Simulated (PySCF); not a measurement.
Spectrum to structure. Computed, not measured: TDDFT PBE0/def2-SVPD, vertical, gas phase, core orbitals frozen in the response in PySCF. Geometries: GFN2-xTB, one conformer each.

```
state  E (eV)  λ (nm)       f
   S1    5.31   233.4  0.0035
   S2    6.34   195.4  0.0010
   S3    6.61   187.7  0.0041
   S4    6.63   187.1   0.019
   S5    6.99   177.3  0.0023
   S6    7.15   173.4  0.0004
```

Triplets computed (Tamm–Dancoff): 4.47, 4.96 eV.

Question: Which candidate is it? All have the formula C6H6FN.
A. `C=C1C[C@@]1(C#N)CF`
B. `Cc1ccc(F)cn1`
C. `C#C[C@@H]1C=NC[C@@H]1F`

Answer: C. Its S1 lies at 5.31 eV; the nearest of the others has S1 at 4.89 eV. S1 is HOMO→LUMO (90%). Löwdin shares by element: HOMO nitrogen 39%, carbon 36% or more (atoms not listed hold the other 24%); LUMO carbon 40% or more, nitrogen 35%, hydrogen 6% or more (atoms not listed hold the other 20%). At the same level the other candidates give, for their lowest levels:
- `C=C1C[C@@]1(C#N)CF`: 6.44 eV (f 0.005); 6.92 eV (f 0.024); 7.36 eV (f 0.340); 7.44 eV (f 0.023); 7.56 eV (f 0.035); T1 4.42 eV; HOMO -8.52, LUMO -0.86 eV
- `Cc1ccc(F)cn1`: 4.89 eV (f 0.003); 5.34 eV (f 0.061); 5.43 eV (f 0.000); 6.25 eV (f 0.085); 7.05 eV (f 0.000); T1 4.11 eV; HOMO -7.36, LUMO -1.03 eV
